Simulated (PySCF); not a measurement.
SSn (SMILES [S]=[Sn]), singlet, at a GFN2-xTB geometry (such geometries of metal compounds can be far from the true shape) (all electrons, no relativity); PBE0/STO-3G in PySCF.

Here is a job for PySCF.
```python
from pyscf import gto, scf, dft

mol = gto.Mole()
mol.atom = '''
    Sn   -0.000000   -0.000000   -0.541068
    S     0.000000    0.000000    1.690837
'''
mol.basis = 'sto-3g'
mol.charge = 0
mol.spin = 0
mol.verbose = 4
mol.build()

mf = dft.RKS(mol)
mf.xc = 'pbe0'
mf.kernel()
mf.analyze()
```

Predict the main parts of the log of this PySCF run.


```
PySCF version 2.14.0

[INPUT] verbose = 4
[INPUT] num. atoms = 2
[INPUT] num. electrons = 66
[INPUT] charge = 0
[INPUT] spin (= nelec alpha-beta = 2S) = 0
[INPUT] symmetry False subgroup None
[INPUT] Mole.unit = angstrom
[INPUT] Symbol           X                Y                Z      unit          X                Y                Z       unit  Magmom
[INPUT]  1 Sn     0.000000000000   0.000000000000  -0.541068000000 AA    0.000000000000   0.000000000000  -1.022470334766 Bohr   0.0
[INPUT]  2 S      0.000000000000   0.000000000000   1.690837000000 AA    0.000000000000   0.000000000000   3.195218851281 Bohr   0.0

nuclear repulsion = 189.677324409417
number of shells = 16
number of NR pGTOs = 108
number of NR cGTOs = 36
basis = sto-3g
ecp = {}

******** <class 'pyscf.dft.rks.RKS'> ********
method = RKS
initial guess = minao
damping factor = 0
level_shift factor = 0
DIIS = <class 'pyscf.scf.diis.CDIIS'>
diis_start_cycle = 1
diis_space = 8
diis_damp = 0
SCF conv_tol = 1e-09
SCF conv_tol_grad = None
SCF max_cycles = 50
direct_scf = True
direct_scf_tol = 1e-13
XC library pyscf.dft.libxc version 7.1.2
    S. Lehtola, C. Steigemann, M. J. T. Oliveira, and M. A. L. Marques,  SoftwareX 7, 1–5 (2018)
XC functionals = pbe0
    C. Adamo and V. Barone,  J. Chem. Phys. 110, 6158 (1999)
    M. Ernzerhof and G. E. Scuseria,  J. Chem. Phys. 110, 5029 (1999)
radial grids:
    Treutler-Ahlrichs [JCP 102, 346 (1995); DOI:10.1063/1.469408] (M4) radial grids

becke partition: Becke, JCP 88, 2547 (1988); DOI:10.1063/1.454033
pruning grids: <function nwchem_prune>
grids dens level: 3
symmetrized grids: False
atomic radii adjust function: <function treutler_atomic_radii_adjust>
small_rho_cutoff = 0
Set gradient conv threshold to 3.16228e-05
Initial guess from minao.
tot grids = 40840
init E= -6342.06866222182
  HOMO = -0.51327724684149  LUMO = -0.377159282768707  gap/eV = 3.70396
cycle= 1 E= -6358.59216880822  delta_E= -16.5  |g|= 0.507  |ddm|= 2.51
  HOMO = -0.0950410905902184  LUMO = 0.097289692450547  gap/eV = 5.23359
cycle= 2 E= -6358.37540134882  delta_E= 0.217  |g|= 0.623  |ddm|= 2.38
  HOMO = -0.104015607027877  LUMO = 0.062963904881863  gap/eV = 4.54374
cycle= 3 E= -6358.61113755118  delta_E= -0.236  |g|= 0.437  |ddm|= 2.33
  HOMO = -0.111465578516298  LUMO = 0.0602067208585624  gap/eV = 4.67144
cycle= 4 E= -6358.6510940247  delta_E= -0.04  |g|= 0.303  |ddm|= 0.202
  HOMO = -0.128669690103321  LUMO = 0.0595957395914225  gap/eV = 5.12296
cycle= 5 E= -6358.69034242592  delta_E= -0.0392  |g|= 0.00808  |ddm|= 0.513
  HOMO = -0.128411422588806  LUMO = 0.0594068154320635  gap/eV = 5.11079
cycle= 6 E= -6358.6903697263  delta_E= -2.73e-05  |g|= 0.00212  |ddm|= 0.0107
  HOMO = -0.128386510960632  LUMO = 0.0594299437891743  gap/eV = 5.11075
cycle= 7 E= -6358.69037168262  delta_E= -1.96e-06  |g|= 0.000444  |ddm|= 0.00293
  HOMO = -0.12838222897525  LUMO = 0.0594266197655308  gap/eV = 5.11054
cycle= 8 E= -6358.69037177296  delta_E= -9.03e-08  |g|= 4.78e-05  |ddm|= 0.000864
  HOMO = -0.128382951039809  LUMO = 0.0594269480011644  gap/eV = 5.11057
cycle= 9 E= -6358.69037177401  delta_E= -1.05e-09  |g|= 2.96e-06  |ddm|= 8.86e-05
  HOMO = -0.128382905843144  LUMO = 0.0594269206216961  gap/eV = 5.11057
cycle= 10 E= -6358.69037177402  delta_E= -9.09e-12  |g|= 3.62e-08  |ddm|= 5.09e-06
  HOMO = -0.128382904927947  LUMO = 0.0594269199729429  gap/eV = 5.11057
Extra cycle  E= -6358.69037177403  delta_E= -3.64e-12  |g|= 1.22e-07  |ddm|= 2.8e-07
converged SCF energy = -6358.69037177403
**** SCF Summaries ****
Total Energy =                       -6358.690371774026971
Nuclear Repulsion Energy =             189.677324409417110
One-electron Energy =                -9177.437997189063026
Two-electron Energy =                 2629.070301005618603
Two-electron Coulomb Energy =         2816.067385992409527
DFT Exchange-Correlation Energy =     -186.997084986790924
HOMO-LUMO gap [eV] =                     5.110565643726733
**** MO energy ****
MO #1   energy= -1019.88005952146  occ= 2
MO #2   energy= -149.315961922159  occ= 2
MO #3   energy= -141.923822239489  occ= 2
MO #4   energy= -141.923822239489  occ= 2
MO #5   energy= -141.923375799139  occ= 2
MO #6   energy= -87.7481421447073  occ= 2
MO #7   energy= -27.6220293889857  occ= 2
MO #8   energy= -24.9211230382678  occ= 2
MO #9   energy= -24.9211230382677  occ= 2
MO #10  energy= -24.919220642251   occ= 2
MO #11  energy= -16.9800322084311  occ= 2
MO #12  energy= -16.9800317139065  occ= 2
MO #13  energy= -16.978291282343   occ= 2
MO #14  energy= -16.978291282343   occ= 2
MO #15  energy= -16.9778246508716  occ= 2
MO #16  energy= -7.57221431323797  occ= 2
MO #17  energy= -5.49128009844936  occ= 2
MO #18  energy= -5.4856432600351   occ= 2
MO #19  energy= -5.48564326003508  occ= 2
MO #20  energy= -4.04637619782797  occ= 2
MO #21  energy= -2.92818985252662  occ= 2
MO #22  energy= -2.92818985252656  occ= 2
MO #23  energy= -2.9214352573029   occ= 2
MO #24  energy= -0.601393833718893 occ= 2
MO #25  energy= -0.500745763496282 occ= 2
MO #26  energy= -0.50074538265687  occ= 2
MO #27  energy= -0.496252202071607 occ= 2
MO #28  energy= -0.496252202071596 occ= 2
MO #29  energy= -0.484208907316075 occ= 2
MO #30  energy= -0.271462137353052 occ= 2
MO #31  energy= -0.133518767611747 occ= 2
MO #32  energy= -0.133518767611664 occ= 2
MO #33  energy= -0.128382904927947 occ= 2
MO #34  energy= 0.0594269199729429 occ= 0
MO #35  energy= 0.0594269199729637 occ= 0
MO #36  energy= 0.280633571539809  occ= 0
 ** Mulliken pop on meta-lowdin orthogonal AOs  **
 ** Mulliken pop  **
pop of  0 Sn 1s           2.00000
pop of  0 Sn 2s           2.00000
pop of  0 Sn 3s           1.99996
pop of  0 Sn 4s           1.99999
pop of  0 Sn 5s           1.88401
pop of  0 Sn 2px          2.00000
pop of  0 Sn 2py          2.00000
pop of  0 Sn 2pz          2.00000
pop of  0 Sn 3px          1.99997
pop of  0 Sn 3py          1.99997
pop of  0 Sn 3pz          1.99995
pop of  0 Sn 4px          1.99835
pop of  0 Sn 4py          1.99835
pop of  0 Sn 4pz          1.99921
pop of  0 Sn 5px          0.53807
pop of  0 Sn 5py          0.53807
pop of  0 Sn 5pz          0.94820
pop of  0 Sn 3dxy         2.00000
pop of  0 Sn 3dyz         2.00000
pop of  0 Sn 3dz^2        1.99997
pop of  0 Sn 3dxz         2.00000
pop of  0 Sn 3dx2-y2      2.00000
pop of  0 Sn 4dxy         2.00000
pop of  0 Sn 4dyz         1.99903
pop of  0 Sn 4dz^2        1.97925
pop of  0 Sn 4dxz         1.99903
pop of  0 Sn 4dx2-y2      2.00000
pop of  1 S 1s            2.00000
pop of  1 S 2s            1.99973
pop of  1 S 3s            1.89931
pop of  1 S 2px           1.99958
pop of  1 S 2py           1.99958
pop of  1 S 2pz           1.99892
pop of  1 S 3px           1.46501
pop of  1 S 3py           1.46501
pop of  1 S 3pz           1.29150
 ** Mulliken atomic charges  **
charge of    0Sn =      0.11863
charge of    1S =     -0.11863
Dipole moment(X, Y, Z, Debye):  0.00000, -0.00000, -0.92884
```
